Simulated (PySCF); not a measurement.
Electron correlation in As⁺ (arsenic, charge +1)

[Ar] 3d10 4s2 4p2, high-spin 3P determinant. Calculation: PySCF 2.14, in aug-cc-pwCVDZ-PP with ECP10MDF; a scalar-relativistic core potential. Frozen: 3s2 3p6 3d10; 4 electrons correlated.

| level | correlation energy (mhartree) |
| --- | --- |
| CCSD | -63.30 |
| (T) | -0.92 |
| CCSD(T) | -64.22 |
| CCSDT | -64.48 |

Diagnostics: T1 = 0.0072, D1 = 0.0199, largest double amplitude 0.092.

Cost of the coupled-cluster step: about 1.2 core-seconds, for 4 correlated electrons.
